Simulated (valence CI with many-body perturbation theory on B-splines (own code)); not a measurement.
## E1 transitions of Gd³³⁺

Method: relativistic CI+MBPT: three valence electrons over a frozen Dirac-Fock core [Ar] 3d10, a basis of 11 s, 11 p, 10 d, 8 f, 5 g, 2 h functions for each j, with the one-electron correlation potential Σ1, the two-electron term Σ2, the three-electron term Σ3, Breit, model QED; selected CI, second order for the rest, scaled by the run's own slope (own B-spline code, finite nucleus).

The last digits are not significant, and no measured levels were compared; by estimate large intervals hold to a few tenths of a per cent, small ones and those within an open d or f shell to about a per cent.

Lines 51 to 100 of 554 in falling wavelength, among levels below 4418.8 × 10³ cm⁻¹, chosen from the strongest by gf and those to the six lowest levels. Wavelengths and rates use the calculated energies. Electric multipoles are in the length gauge with retardation, E1 and E2 with the static RPA response of the core. Weak lines are less certain than strong ones. Lines between different terms over intervals too small for the method are left out, as are lines whose strength nearly cancels. Where a level lies close to another of its J and parity, the split of strength between their lines is uncertain. The highest levels of a list are the least certain.

Levels are named by their leading jj configuration (3d3/2^4 stands for four electrons in 3d with j = 3/2), which in mixed levels can hold well under half, so a name can repeat and another be missing. Letters in brackets count levels of one name in rising energy.

```csv
λ vac (nm),Upper,Lower,A (s⁻¹),S (a.u.)
10.85,(4p1/2 4p3/2^2) J=5/2,(4s 4p1/2 4p3/2) J=3/2 [b],7.51e+09,2.84e-02
10.85,(4p3/2 4d3/2 4d5/2) J=5/2 [a],(4s 4d3/2 4d5/2) J=3/2 [a],4.12e+10,1.56e-01
10.82,(4s 4p3/2 4d5/2) J=7/2 [b],(4s^2 4d5/2) J=5/2,8.08e+10,4.04e-01
10.81,(4s 4p3/2 4d3/2) J=5/2 [b],(4s 4p3/2^2) J=3/2,3.83e+10,1.43e-01
10.76,(4p3/2^2 4f7/2) J=9/2,(4s 4p3/2 4f7/2) J=7/2 [a],2.81e+10,1.73e-01
10.75,(4p3/2^2 4f7/2) J=7/2,(4s 4d5/2^2) J=5/2 [b],3.51e+10,1.72e-01
10.74,(4p1/2 4p3/2 4d5/2) J=7/2 [a],(4s 4p1/2 4d5/2) J=5/2 [a],4.58e+10,2.24e-01
10.68,(4p3/2 4d3/2 4d5/2) J=9/2,(4s 4d3/2 4d5/2) J=7/2 [a],3.43e+10,2.06e-01
10.67,(4p3/2 4d3/2 4d5/2) J=11/2,(4s 4p3/2 4f7/2) J=9/2 [a],8.91e+10,6.41e-01
10.66,(4s 4p1/2 4d3/2) J=5/2,(4s 4p1/2 4p3/2) J=5/2,4.89e+07,1.76e-04
10.59,(4s 4p3/2 4f7/2) J=9/2 [c],(4s^2 4f7/2) J=7/2,3.00e+10,1.76e-01
10.50,(4p1/2 4p3/2 4d5/2) J=9/2,(4s 4p1/2 4d5/2) J=7/2,4.34e+10,2.48e-01
10.46,(4p1/2 4d3/2 4d5/2) J=9/2,(4p1/2 4p3/2 4d5/2) J=9/2,2.50e+10,1.41e-01
10.44,(4s 4p1/2 4d3/2) J=1/2,(4s 4p1/2 4p3/2) J=3/2 [b],3.73e+09,4.18e-03
10.40,(4s 4p1/2 4d3/2) J=3/2 [b],(4s 4p1/2 4p3/2) J=3/2 [b],1.00e+10,2.23e-02
10.40,(4s 4p1/2 4d3/2) J=3/2 [a],(4s 4p1/2 4p3/2) J=3/2 [a],1.23e+08,2.73e-04
10.39,(4p1/2 4p3/2 4f5/2) J=9/2 [a],(4s 4p1/2 4f7/2) J=9/2,2.87e+10,1.59e-01
10.38,(4p1/2 4p3/2 4f7/2) J=3/2,(4s 4p1/2 4f7/2) J=5/2,5.78e+10,1.28e-01
10.38,(4p1/2 4p3/2 4f7/2) J=9/2,(4s 4p1/2 4f7/2) J=7/2 [b],1.30e+11,7.18e-01
10.37,(4p1/2 4p3/2 4f5/2) J=5/2 [b],(4s 4p1/2 4f5/2) J=3/2,3.12e+10,1.03e-01
10.36,(4p1/2 4p3/2 4f7/2) J=11/2,(4s 4p1/2 4f7/2) J=9/2,1.04e+11,6.84e-01
10.33,(4p3/2^2 4f7/2) J=9/2,(4s 4p3/2 4f7/2) J=9/2 [b],3.65e+10,1.98e-01
10.32,(4s 4p3/2 4f7/2) J=9/2 [a],(4s 4p3/2 4d5/2) J=7/2 [b],3.48e+10,1.89e-01
10.30,(4p1/2 4p3/2 4f7/2) J=7/2 [a],(4s 4p1/2 4f7/2) J=9/2,3.38e+10,1.46e-01
10.29,(4p3/2 4d3/2 4d5/2) J=7/2 [a],(4s 4d3/2 4d5/2) J=5/2 [a],2.42e+10,1.04e-01
10.26,(4p1/2 4d5/2^2) J=7/2,(4p1/2 4p3/2 4d5/2) J=5/2 [b],2.83e+10,1.21e-01
10.25,(4p1/2 4p3/2 4d3/2) J=5/2 [b],(4s 4p1/2 4d3/2) J=3/2 [b],3.13e+10,9.98e-02
10.24,(4s 4p1/2 4d5/2) J=5/2 [a],(4s 4p1/2 4p3/2) J=3/2 [b],3.96e+09,1.26e-02
10.24,(4s 4p3/2 4d3/2) J=3/2 [b],(4s^2 4d3/2) J=3/2,1.17e+11,2.49e-01
10.24,(4p3/2^2 4d3/2) J=3/2 [b],(4s 4p3/2 4d3/2) J=5/2 [b],8.39e+10,1.78e-01
10.24,(4p1/2 4p3/2^2) J=3/2,(4s 4p1/2 4p3/2) J=5/2,2.31e+10,4.88e-02
10.22,(4p3/2 4d5/2^2) J=7/2,(4s 4p3/2 4f7/2) J=9/2 [a],4.61e+10,1.94e-01
10.22,(4p1/2 4p3/2 4f7/2) J=5/2 [b],(4s 4p1/2 4f7/2) J=7/2 [c],8.78e+10,2.77e-01
10.20,(4p1/2 4p3/2 4f5/2) J=9/2 [b],(4s 4p1/2 4f7/2) J=7/2 [c],1.85e+11,9.69e-01
10.18,(4p1/2 4p3/2 4f7/2) J=7/2 [b],(4s 4p1/2 4f7/2) J=7/2 [b],2.72e+10,1.13e-01
10.18,(4p1/2 4p3/2 4f7/2) J=7/2 [c],(4s 4p1/2 4f7/2) J=5/2,2.46e+11,1.02e+00
10.17,(4p1/2 4p3/2 4f5/2) J=7/2,(4s 4p1/2 4f5/2) J=5/2 [a],3.80e+10,1.58e-01
10.16,(4p3/2^2 4f7/2) J=7/2,(4p3/2^2 4d5/2) J=5/2 [a],2.47e+10,1.02e-01
10.14,(4p1/2 4p3/2 4d3/2) J=7/2,(4s 4p1/2 4d3/2) J=5/2,3.61e+10,1.48e-01
10.13,(4s 4p3/2 4f5/2) J=5/2 [b],(4s 4p3/2 4d5/2) J=5/2 [b],5.83e+10,1.80e-01
10.13,(4p1/2 4p3/2 4d3/2) J=3/2 [a],(4s 4p1/2 4d3/2) J=5/2,5.67e+10,1.16e-01
10.13,(4s^2 4d3/2) J=3/2,(4s^2 4p3/2) J=3/2,5.60e+10,1.15e-01
10.13,(4p1/2 4p3/2 4f7/2) J=7/2 [b],(4s 4p1/2 4f5/2) J=5/2 [b],4.95e+10,2.03e-01
10.11,(4p3/2^2 4d5/2) J=7/2,(4s 4p3/2 4d3/2) J=7/2,4.39e+10,1.79e-01
10.10,(4s 4p1/2 4d3/2) J=5/2,(4s 4p1/2 4p3/2) J=3/2 [a],2.87e+08,8.75e-04
10.10,(4p3/2^2 4f7/2) J=9/2,(4s 4p3/2 4f7/2) J=11/2,2.13e+10,1.08e-01
10.10,(4p3/2^2 4d5/2) J=5/2 [a],(4s 4p3/2 4d5/2) J=7/2 [a],5.27e+10,1.61e-01
10.10,(4p3/2^2 4f5/2) J=3/2,(4s 4p3/2 4f5/2) J=1/2,6.54e+10,1.33e-01
10.09,(4p1/2 4p3/2 4d5/2) J=3/2 [b],(4s 4p1/2 4d5/2) J=5/2 [b],1.13e+11,2.29e-01
10.09,(4p1/2 4p3/2 4f5/2) J=9/2 [a],(4s 4p1/2 4f7/2) J=7/2 [a],8.82e+10,4.47e-01
```
